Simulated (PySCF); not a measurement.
**Ta⁺: excitation energy**

Ta⁺ [Xe] 4f14 5d3 6s1 (5F) → Ta⁺ [Xe] 4f14 5d2 6s1 7s1 (5F), as a difference of total energies. Computed with PySCF 2.14 in aug-cc-pwCVDZ-PP with ECP60MDF (6s6p5d3f, 70 functions), with a scalar-relativistic core potential. Correlated levels: valence: 5s2 5p6 frozen; valence and next inner shell: nothing frozen outside the core potential. The calculations carry no spin-orbit coupling.

```
                                method  excitation energy (eV)
                                   UHF                   8.896
                                   LDA                   9.641
                                   PBE                   9.565
                                  PBE0                   9.554
                                r2SCAN                   9.859
                               wB97X-V                   9.363
                             CAM-B3LYP                   9.458
                                  PW91                   9.604
                               r2SCANh                   9.826
                         MP2 (valence)                   9.151
                     SCS-MP2 (valence)                   8.981
    MP2 (valence and next inner shell)                   9.286
SCS-MP2 (valence and next inner shell)                   9.134
```

Q: How much does correlation contribute at MP2 (valence and next inner shell)?

A: 9.286 − (8.896) = 0.390 eV, measured against UHF.

The promoted electron is Rydberg-like, and one or two diffuse shells describe it only roughly, which tends to raise the upper state.
